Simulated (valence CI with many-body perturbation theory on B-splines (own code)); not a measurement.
## Sc14+: electric-dipole lines

Computed by configuration interaction combined with many-body perturbation theory (CI+MBPT): five valence electrons over a frozen Dirac-Fock core [He], radial functions for each j: 9 s, 9 p, 8 d, 6 f, 3 g, 1 h, with the one-electron correlation potential Σ1, the two-electron term Σ2, the three-electron term Σ3, Breit, model QED; selected CI, second order for the rest (own B-spline code, finite nucleus).

No measured spectrum was set against this ion. As an estimate, levels of excited configurations hold to 0.05 to 0.15 % of their energy, terms of the ground configuration to about 0.5 %. Among the levels kept, up to 2000 cm⁻¹ of a level comes from second order outside the variational space, and about a tenth of that is noise between levels of different J, which matters for small intervals.

Lines 1 to 50 of 274 in falling wavelength, among levels below 596.64 eV, chosen from the strongest by gf and those to the six lowest levels. Wavelengths and rates use the calculated energies, so an error of 500 cm⁻¹ moves a line at 900.8 Å by 0.45 % and its rate by three times that or more. Electric multipoles are in the length gauge, E1 and E2 with the static RPA response of the core. Weak lines are less certain than strong ones. Lines between different terms over intervals too small for the method are left out, as are lines whose strength nearly cancels. Where a level lies close to another of its J and parity, the split of strength between their lines is uncertain. The highest levels of a list are the least certain.

Names give the largest LS component (configuration and term), which can be under half, so a name can repeat, a term be missing and a line seem to break the LS rules; names also repeat where a configuration has a term twice. Letters in brackets count levels of one name in rising energy.

| λ vac (Å) | Upper | Lower | A (s⁻¹) | S (a.u.) |
| --- | --- | --- | --- | --- |
| 900.8 | 2s²2p²3p ²D°_5/2 [a] | 2s²2p²3s ²D_5/2 | 1.09e+08 | 2.36e-01 |
| 760.7 | 2s2p³3p ⁴P_5/2 | 2s2p³3s ⁴S°_3/2 | 4.22e+08 | 5.50e-01 |
| 752.7 | 2s2p³3p ⁴P_3/2 | 2s2p³3s ⁴S°_3/2 | 6.60e+08 | 5.55e-01 |
| 747.5 | 2s²2p²3d ²D_5/2 [c] | 2s2p³3s ⁴S°_3/2 | 2.27e+08 | 2.81e-01 |
| 740.4 | 2s2p³3p ⁴P_1/2 | 2s2p³3s ⁴S°_3/2 | 6.66e+08 | 2.67e-01 |
| 675.8 | 2s²2p²3p ⁴D°_3/2 | 2s²2p²3s ⁴P_3/2 | 2.69e+08 | 1.64e-01 |
| 666.8 | 2s²2p²3p ⁴D°_1/2 [a] | 2s²2p²3s ⁴P_1/2 | 7.83e+08 | 2.29e-01 |
| 664.9 | 2s²2p²3p ⁴P°_3/2 | 2s²2p²3s ⁴P_5/2 | 2.40e+08 | 1.39e-01 |
| 622.0 | 2s2p³3p ⁴P_5/2 | 2s²2p²3p ²P°_3/2 [b] | 3.10e+08 | 2.21e-01 |
| 621.4 | 2s²2p²3p ²F°_5/2 | 2s²2p²3s ²D_3/2 | 1.38e+09 | 9.80e-01 |
| 621.2 | 2s²2p²3d ²D_3/2 [b] | 2s²2p²3p ²P°_1/2 [b] | 3.07e+08 | 1.45e-01 |
| 613.4 | 2s²2p²3p ⁴P°_5/2 | 2s²2p²3s ⁴P_5/2 | 1.06e+09 | 7.26e-01 |
| 613.1 | 2s²2p²3d ²D_5/2 [c] | 2s²2p²3p ²P°_3/2 [b] | 3.51e+08 | 2.40e-01 |
| 611.5 | 2s2p³3p ⁶P_3/2 | 2s2p³3s ⁶S°_5/2 | 1.63e+09 | 7.37e-01 |
| 609.2 | 2s²2p²3p ²D°_3/2 [a] | 2s²2p²3s ²P_1/2 | 8.10e+08 | 3.62e-01 |
| 606.8 | 2s²2p²3p ⁴D°_7/2 | 2s²2p²3s ⁴P_5/2 | 1.49e+09 | 1.31e+00 |
| 602.7 | 2s²2p²3p ⁴D°_5/2 | 2s²2p²3s ⁴P_3/2 | 1.38e+09 | 8.92e-01 |
| 600.6 | 2s2p³3p ⁶P_5/2 | 2s2p³3s ⁶S°_5/2 | 1.70e+09 | 1.09e+00 |
| 595.7 | 2s²2p²3p ⁴D°_3/2 | 2s²2p²3s ⁴P_1/2 | 1.14e+09 | 4.77e-01 |
| 588.8 | 2s²2p²3p ²D°_5/2 [a] | 2s²2p²3s ²P_3/2 | 9.81e+08 | 5.93e-01 |
| 586.2 | 2s²2p²3p ⁴P°_3/2 | 2s²2p²3s ⁴P_3/2 | 7.37e+08 | 2.93e-01 |
| 584.3 | 2s²2p²3p ²F°_7/2 | 2s²2p²3s ²D_5/2 | 1.74e+09 | 1.37e+00 |
| 580.8 | 2s2p³3p ⁶P_7/2 | 2s2p³3s ⁶S°_5/2 | 1.94e+09 | 1.50e+00 |
| 578.7 | 2s²2p²3d ²P_3/2 [b] | 2s²2p²3p ²P°_3/2 [b] | 7.95e+08 | 3.04e-01 |
| 574.2 | 2s²2p²3p ⁴P°_1/2 | 2s²2p²3s ⁴P_3/2 | 1.12e+09 | 2.10e-01 |
| 565.5 | 2s²2p²3d ²S_1/2 | 2s²2p²3p ²P°_3/2 [b] | 7.77e+08 | 1.39e-01 |
| 564.8 | 2s²2p²3p ²P°_3/2 [a] | 2s²2p²3s ²P_3/2 | 1.03e+09 | 3.67e-01 |
| 558.8 | 2s²2p²3d ²D_5/2 [b] | 2s²2p²3p ²D°_5/2 [b] | 5.76e+08 | 2.97e-01 |
| 555.3 | 2s²2p²3p ²P°_1/2 [c] | 2s²2p²3s ²S_1/2 | 1.98e+09 | 3.34e-01 |
| 552.7 | 2s²2p²3d ²D_3/2 [b] | 2s²2p²3p ²D°_3/2 [b] | 6.95e+08 | 2.32e-01 |
| 547.2 | 2s²2p²3d ²P_1/2 [b] | 2s²2p²3p ²P°_1/2 [b] | 9.72e+08 | 1.57e-01 |
| 547.1 | 2s²2p²3p ²P°_3/2 [c] | 2s²2p²3s ²S_1/2 | 1.97e+09 | 6.36e-01 |
| 544.7 | 2s²2p²3d ²D_5/2 [b] | 2s²2p²3p ²D°_3/2 [b] | 5.86e+08 | 2.80e-01 |
| 541.9 | 2s²2p²3d ⁴F_3/2 | 2s²2p²3p ⁴D°_1/2 [b] | 4.30e+08 | 1.35e-01 |
| 541.6 | 2s²2p²3d ⁴F_9/2 | 2s²2p²3p ⁴D°_7/2 | 1.88e+09 | 1.47e+00 |
| 534.2 | 2s²2p²3d ⁴P_5/2 | 2s²2p²3p ⁴S°_3/2 | 6.03e+08 | 2.72e-01 |
| 533.4 | 2s²2p²3d ⁴F_7/2 | 2s²2p²3p ⁴D°_5/2 | 1.91e+09 | 1.14e+00 |
| 532.2 | 2s²2p²3d ²P_3/2 [a] | 2s²2p²3p ⁴P°_3/2 | 4.24e+08 | 1.26e-01 |
| 531.8 | 2s²2p²3d ²F_7/2 [b] | 2s²2p²3p ²D°_5/2 [b] | 1.49e+09 | 8.82e-01 |
| 529.4 | 2s²2p²3d ⁴D_1/2 | 2s²2p²3p ⁴P°_1/2 | 8.69e+08 | 1.27e-01 |
| 525.9 | 2s²2p²3d ²G_9/2 | 2s²2p²3p ²F°_7/2 | 2.18e+09 | 1.56e+00 |
| 525.7 | 2s²2p²3d ²F_5/2 | 2s²2p²3p ²D°_3/2 [a] | 1.70e+09 | 7.33e-01 |
| 525.0 | 2s²2p²3p ⁴P°_3/2 | 2s²2p²3s ⁴P_1/2 | 4.33e+08 | 1.24e-01 |
| 524.3 | 2s²2p²3p ²D°_3/2 [b] | 2s²2p²3s ²D_3/2 | 9.52e+08 | 2.71e-01 |
| 523.8 | 2s²2p²3d ²F_7/2 [a] | 2s²2p²3p ²D°_5/2 [a] | 1.77e+09 | 1.00e+00 |
| 523.7 | 2s²2p²3d ⁴F_5/2 | 2s²2p²3p ⁴D°_3/2 | 1.90e+09 | 8.06e-01 |
| 522.6 | 2s²2p²3p ⁴S°_3/2 | 2s²2p²3s ⁴P_5/2 | 1.64e+09 | 4.61e-01 |
| 522.2 | 2s²2p²3d ⁴D_7/2 | 2s²2p²3p ⁴D°_7/2 | 6.11e+08 | 3.44e-01 |
| 519.6 | 2s²2p²3d ²G_7/2 | 2s²2p²3p ²F°_5/2 | 2.16e+09 | 1.19e+00 |
| 517.5 | 2s²2p²3d ⁴D_7/2 | 2s²2p²3p ⁴P°_5/2 | 1.53e+09 | 8.35e-01 |
